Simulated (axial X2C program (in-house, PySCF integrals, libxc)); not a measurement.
## Levels of SnBr by electron attachment to SnBr⁺ (EOM-EA-CCSD)

Computed with an axial X2C code built on PySCF integrals: two-component X2C with atomic mean-field Coulomb and Gaunt terms, Gaussian nuclei, basis Sn dyall-acv3z, Br dyall-acv3z with contracted cores.

R = 2.904 Å (1.150 times 2.525 Å, the PBE0 minimum at charge 0 for the lowest determinant).

Levels of SnBr obtained by attaching an electron to SnBr⁺:

```json
{"Ω": "1/2", "binding energy (eV)": "7.532", "above lowest (cm⁻¹)": "0", "attached spinor": "90% Sn pπ", "one-particle weight": "0.95"}
{"Ω": "3/2", "binding energy (eV)": "7.249", "above lowest (cm⁻¹)": "2281", "attached spinor": "90% Sn pπ", "one-particle weight": "0.95"}
{"Ω": "1/2", "binding energy (eV)": "5.642", "above lowest (cm⁻¹)": "15247", "attached spinor": "56% Sn pσ, 18% Br pσ, 10% Sn dσ", "one-particle weight": "0.95"}
{"Ω": "1/2", "binding energy (eV)": "3.023", "above lowest (cm⁻¹)": "36370", "attached spinor": "81% Sn sσ, 7% Sn dσ", "one-particle weight": "0.98"}
{"Ω": "1/2", "binding energy (eV)": "2.076", "above lowest (cm⁻¹)": "44005", "attached spinor": "87% Sn pπ, 7% Sn dπ", "one-particle weight": "0.98"}
{"Ω": "3/2", "binding energy (eV)": "2.038", "above lowest (cm⁻¹)": "44314", "attached spinor": "90% Sn pπ, 7% Sn dπ", "one-particle weight": "0.99"}
```

(1) What is the splitting of the first π pair in the table, and is it regular or inverted?

This point took 21 s on 1 thread of Intel(R) Xeon(R) Processor @ 2.30GHz (shared host).

Reference electrons by ω block (each with its −ω partner): 1/2: 27, 3/2: 12, 5/2: 3. 10 electrons of SnBr⁺ correlated (inner shells frozen), 92 natural virtual spinors (a truncated set); levels can be off by some tenths of an eV. Roots sought by Ω: (1/2: 5, 3/2: 4, 5/2: 2, 7/2: 1); rows need 60 % one-particle weight and stop where some Ω has no more roots. Missing are any skipped roots, higher Ω and states of a further excitation; these come out far too high here and may in truth be low or lowest. T1 of the reference 0.033 (Lee–Taylor). The reference was not checked to be the lowest state of its species. Number of frozen shells: Sn 4 s, 3 p, 2 d; Br 3 s, 2 p, 1 d. Large amplitudes in the reference (orbital relaxation or multireference character) lower the reliability.

## Answers

(1) E(3/2) − E(1/2) = 2281 − 0 = 2281 cm⁻¹ at EOM-EA-CCSD: regular, Ω = 1/2 lower. Splittings at this level can be off by ten to twenty per cent.
